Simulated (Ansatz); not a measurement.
Consider the cleavage of the Al–Si bond: `[OH][Al]([Cl])[SiH2]Cl` + HBr → `[OH][Al]([Cl])[Br]` + `[SiH3]Cl`.

Gas-phase electronic energies from Ansatz, PBE0-D4/def2-TZVP geometries. CCSD(T)/CBS adds triple-zeta CCSD(T) − MP2 to the extrapolated MP2 energy (def2 sets, frozen cores). This one scheme is used for every species. Functionals use def2-TZVPP. For Br outer-core shells are correlated without core-valence functions, which leaves a few kJ/mol of doubt a bond. Scalar relativity is left out up to krypton. One conformer a species, not always the lowest.

```
             level  ΔE (kJ/mol)  difference from CCSD(T)/CBS
       LDA (SPW92)       -128.6                         23.3
            PBE-D4       -129.5                         22.4
            B2PLYP       -153.0                         -1.1
            r2SCAN       -150.7                          1.2
              PBE0       -140.8                         11.1
             BHLYP       -158.0                         -6.1
         CAM-B3LYP       -150.6                          1.3
           LC-ωPBE       -146.3                          5.6
CCSD(T)/def2-TZVPP       -149.1                          2.8
      HF/CBS(def2)       -171.9                        -20.0
       CCSD(T)/CBS       -151.9                            0
```

Largest T1 diagnostic among the species: 0.011.

In def2-TZVPP, CCSD(T) changes the Hartree–Fock value by +22.4 kJ/mol (the triples alone add +2.5 kJ/mol) and MP2 by +11.2 kJ/mol. From BLYP to BHLYP (50 % exact exchange), in def2-TZVPP and without D4, ΔE moves by −17.6 kJ/mol. Leaving LDA and LC-ωPBE aside and taking each functional with its dispersion term where it has one, the values, not all of them listed here, spread over 25.6 kJ/mol, from BHLYP-D4 to PBE-D4.
